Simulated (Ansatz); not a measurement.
Compare A (`[CH2]1C[SiH2][AlH]1`) with its isomer B (`C=C[SiH2][AlH2]`).

Calculated with Ansatz (gas phase, PBE0-D4/def2-TZVP geometries, no zero-point term in ΔE). CCSD(T)/CBS adds triple-zeta CCSD(T) − MP2 to the extrapolated MP2 energy (def2 sets, frozen cores). Functionals use def2-TZVPP. B3LYP here is the variant with VWN-RPA as its local correlation; programs differ in this. Each species was taken in one conformer, which may not be the lowest.

Which isomer does CCSD(T)/CBS put lower? Give the gap. (An estimate is asked.)

The calculation gave: A, by 7.5 kcal/mol.

Give E(B) − E(A) in kcal/mol with MP2/def2-TZVPP, HF/def2-TZVPP, CCSD(T)/def2-SVP, PBE0-D4, B2PLYP, LDA (SPW92), B3LYP. (Best estimate.)

Computed: MP2/def2-TZVPP 10.4, HF/def2-TZVPP -1.2, CCSD(T)/def2-SVP 5.9, PBE0-D4 11.7, B2PLYP 6.2, LDA (SPW92) 17.0, B3LYP 4.4. The order is the other way round with HF/def2-TZVPP.

Does the order hold for the free energy at 298.15 K (harmonic terms from PBE0-D4)? (An estimate is asked.)

The calculation gave: Yes: G(B) − G(A) = +2.8 kcal/mol, for one conformer each. Modes under 60 cm⁻¹, often nearly free rotors, make the harmonic entropy too high.

Largest T1 diagnostic: 0.012.

At CCSD(T), def2-SVP lies −1.6 kcal/mol from the extrapolated value and def2-TZVPP −0.3 kcal/mol. From r2SCAN to r2SCAN0 (25 % exact exchange), in def2-TZVPP and without D4, E(B) − E(A) moves by +1.2 kcal/mol.
